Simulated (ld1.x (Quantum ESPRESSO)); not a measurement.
# Configuration tests for lanthanum (TM)

lanthanum (La), norm-conserving Troullier–Martins (Kleinman–Bylander form), made with ld1.x (Quantum ESPRESSO) 7.5 (PBE, scalar-relativistic). Core [Kr] 4d10, reference 4f0 5s2 5p6 5d1 6s2 6p0. Waves: 5s (bound): rc 2.60 bohr; 5d (bound): rc 2.10 bohr; 4f (bound, empty): rc 1.30 bohr; 5p (bound): rc 2.10 bohr. Local part: the p channel. Core correction: none.

Occupied shells without a wave of their own: 6s. They enter only through the test configuration that unscreens the potential.

Energies are relative to the spin-unpolarised reference configuration 4f0 5s2 5p6 5d1 6s2 6p0; without spin polarisation the order of configurations can differ from experiment. Not all tests gave a result: 1 of 7 tests not solved or not reliable. Left out of the table: 4f0 5s2 5p6 5d1 6s0 6p1 (solver errors, printed error -3.9 eV).

| valence configuration | charge | ΔE all-electron (eV) | error AE − PS (meV) |
| --- | --- | --- | --- |
| 4f0 5s2 5p6 5d1 6s1 6p0 | +1 | 5.966 | -737 |
| 4f0 5s2 5p6 5d1 6s0 6p0 | +2 | 16.854 | -1963 |
| 4f0 5s2 5p5 5d1 6s2 6p0 | +1 | 26.971 | +74 |
| 4f1 5s2 5p6 5d1 6s0 6p0 | +1 | 6.929 | -532 |
| 4f0 5s1 5p6 5d1 6s2 6p0 | +1 | 44.016 | +10 |

Question: What are ΔE and the potential's error for 4f0 5s2 5p6 5d0 6s0 6p0?

Answer: ΔE = 35.804 eV all-electron; the error (AE − PS) is -2763 meV.

These tests converged, but a pseudo level misses the all-electron one widely, so the file describes the atom poorly there or has found another state: 4f0 5s2 5p6 5d0 6s0 6p0: empty 6p by 11.1 eV; 4f1 5s2 5p6 5d1 6s0 6p0: 4f by 1.3 eV. The 6s level has no wave, so the channel is fitted at the deeper level alone: the likely source of the large errors.

The potential misses its own reference levels by up to 0.5 eV.
